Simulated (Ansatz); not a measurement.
A structure relaxed at PBE0-D4/def2-TZVP, charge 0, multiplicity 1:

| atom | x (Å) | y (Å) | z (Å) |
| --- | --- | --- | --- |
| C1 | -1.3497 | 0.1877 | -1.6991 |
| In2 | 0.0187 | 0.4430 | -0.0293 |
| C3 | -0.6461 | 1.4610 | 1.7651 |
| C4 | 2.1393 | 0.0857 | -0.3487 |
| S5 | -0.4405 | -2.2970 | 0.9444 |
| H6 | -1.4296 | 1.1183 | -2.2670 |
| H7 | -2.3521 | -0.0722 | -1.3513 |
| H8 | -1.0007 | -0.5888 | -2.3837 |
| H9 | -1.6856 | 1.2169 | 1.9923 |
| H10 | -0.0267 | 1.1919 | 2.6227 |
| H11 | -0.5783 | 2.5433 | 1.6288 |
| H12 | 2.3023 | -0.6983 | -1.0917 |
| H13 | 2.6359 | -0.2000 | 0.5814 |
| H14 | 2.6242 | 0.9943 | -0.7149 |
| H15 | -0.9937 | -2.6810 | -0.2176 |
| H16 | 0.7826 | -2.7050 | 0.5684 |

(1) Give its formula and SMILES.

(2) Point group (tolerance 0.08 Å, 0.16 Å for H)?

(3) Summarise the bond lengths by kind.

## Answers

(1) C3H11InS, `[CH3][In-]([CH3])([CH3])[SH2+]`.

(2) Cs.

(3) 3 × C–In 2.167 to 2.174 Å; 9 × C–H 1.092 to 1.093 Å; 1 × In–S 2.944 Å; 2 × H–S 1.343 Å.

All numbers were calculated with Ansatz.
